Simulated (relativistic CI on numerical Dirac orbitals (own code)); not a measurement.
# d1 to d9 in one octahedral field

Computed with a parametric ligand-field model without spin-orbit coupling, by exact diagonalisation: B = 850, C = 3460, 10Dq = 7500 cm⁻¹ (Oh; |10Dq|/B = 8.8) for every shell. Energies in cm⁻¹; the field energy is (0.6 n_e − 0.4 n_t2) × 10Dq of the ground term; g labels are left out.

| Shell | Ground term | Electrons in e | Field energy | First spin-allowed bands | Lowest term of other spin |
| --- | --- | --- | --- | --- | --- |
| d1 | 2T2 | 0.000 | -3000 | 2E 7500 |  |
| d2 | 3T1 | 0.085 | -5361 | 3T2 6507, 3A2 14007 | 1T2 12460 |
| d3 | 4A2 | 0.000 | -9000 | 4T2 7500, 4T1 12524 | 2E 15965 |
| d4 | 5E | 1.000 | -4500 | 5T2 7500 | 3T1 12493 |
| d5 | 6A1 | 2.000 | 0 | none | 4T1 20596 |
| d6 | 5T2 | 2.000 | -3000 | 5E 7500 | 3T1 11875 |
| d7 | 4T1 | 2.085 | -5361 | 4T2 6507, 4A2 14007 | 2E 8984 |
| d8 | 3A2 | 2.000 | -9000 | 3T2 7500, 3T1 12524 | 1E 13191 |
| d9 | 2E | 3.000 | -4500 | 2T2 7500 |  |

Every shell keeps the spin of the free ion. Only d4 to d7 can choose; the field needed to pair spins is smallest for d6 and largest for d5, which loses most exchange energy. In the strong-field picture 10Dq must exceed about 6B + 5C = 22400 (d4), 7.5B + 5C = 23675 (d5), 2.5B + 4C = 15965 (d6) and 4B + 4C = 17240 (d7); mixing of terms shifts these bounds somewhat. High-spin d^(n+5) repeats the spin-allowed bands of d^n, since the half-filled shell is spherical.
